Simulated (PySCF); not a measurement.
## Constants of WO, step by step

State: ³Σ⁻, triplet, unpaired electrons δ ↑↑. De refers to W (5d4 6s2) + O. ROHF-based CCSD(T) in PySCF 2.14 with W aug-cc-pVDZ-PP with ECP60, O aug-cc-pVDZ and W aug-cc-pVTZ-PP with ECP60, O aug-cc-pVTZ (frozen core orbitals: 5; scalar-relativistic core potentials). Correlation energies are extrapolated as n⁻³ (n = 2, 3), Hartree–Fock as (n+1)·exp(−9√n).

```json
{"Level": "CCSD(T)/DZ", "Re (Å)": "1.6777", "ωe (cm⁻¹)": "1032.0", "ωexe (cm⁻¹)": "3.94", "αe (cm⁻¹)": "0.00200", "De (eV)": "7.028"}
{"Level": "CCSD(T)/TZ", "Re (Å)": "1.6666", "ωe (cm⁻¹)": "1058.9", "ωexe (cm⁻¹)": "3.85", "αe (cm⁻¹)": "0.00194", "De (eV)": "7.466"}
{"Level": "HF/CBS", "Re (Å)": "1.6231", "ωe (cm⁻¹)": "1194.3", "ωexe (cm⁻¹)": "3.12", "αe (cm⁻¹)": "0.00160", "De (eV)": "3.250"}
{"Level": "MP2/CBS", "Re (Å)": "1.6598", "ωe (cm⁻¹)": "1075.3", "ωexe (cm⁻¹)": "3.43", "αe (cm⁻¹)": "0.00192", "De (eV)": "8.281"}
{"Level": "CCSD/CBS", "Re (Å)": "1.6499", "ωe (cm⁻¹)": "1118.6", "ωexe (cm⁻¹)": "3.41", "αe (cm⁻¹)": "0.00174", "De (eV)": "6.960"}
{"Level": "CCSD(T)/CBS", "Re (Å)": "1.6658", "ωe (cm⁻¹)": "1062.7", "ωexe (cm⁻¹)": "3.83", "αe (cm⁻¹)": "0.00192", "De (eV)": "7.568"}
```

Q: How much is left between CCSD(T)/TZ and the basis-set limit, and how much do the triples give at the limit?

A: CCSD(T)/CBS less CCSD(T)/TZ: -0.8 mÅ in Re, +3.8 cm⁻¹ in ωe and +0.102 eV in De. CCSD(T)/CBS less CCSD/CBS: +15.9 mÅ in Re, -55.9 cm⁻¹ in ωe and +0.608 eV in De.

The T1 diagnostic is 0.049, large enough to doubt a single reference. The state was picked by a PBE0 search and need not be the measured ground state. Spin–orbit coupling, excitations beyond (T) and corrections to the Born–Oppenheimer picture are left out, and spin–orbit coupling matters for open p, d or f shells this heavy.

The whole job (state search and all basis sets along the bond) took about 25 min on 4 threads of AMD EPYC 7R43 64-Core (shared host), peak memory 15 GiB.
